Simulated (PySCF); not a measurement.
C5H10N2Si.
SMILES: `CC#C[SiH]1NCCN1`

A PySCF run (density fitting, gas phase, GFN2-xTB geometry) gave HOMO -4.98 eV, LUMO -0.80 eV, dipole 1.12 D.

Task: Which of these levels was it?
A. LC-wPBE/MINI
B. PBE0/pcSseg-1
C. PBE0/def2-SVPD
D. PW91/pcseg-1

Result: D. It is PW91/pcseg-1. All candidates on this geometry:

```csv
level and settings,kind,basis functions,SCF cycles,E (Eh),HOMO (eV),LUMO (eV),dipole (D)
"PW91/pcseg-1, start guess vsap",GGA,166,19,-595.3205,-4.98,-0.80,1.12
PBE0/def2-SVPD,global hybrid,244,14,-594.7576,-6.40,0.08,1.17
PBE0/pcSseg-1,global hybrid,193,14,-595.0023,-6.32,0.19,1.14
LC-wPBE/MINI,range-separated hybrid,54,12,-591.2089,-10.09,1.50,0.56
```

The nearest other candidate, by the summed differences of HOMO and LUMO, is PBE0/def2-SVPD: its HOMO differs by -1.42 eV and its LUMO by +0.88 eV. Cycle counts include a coarse-grid stage where the run had one.
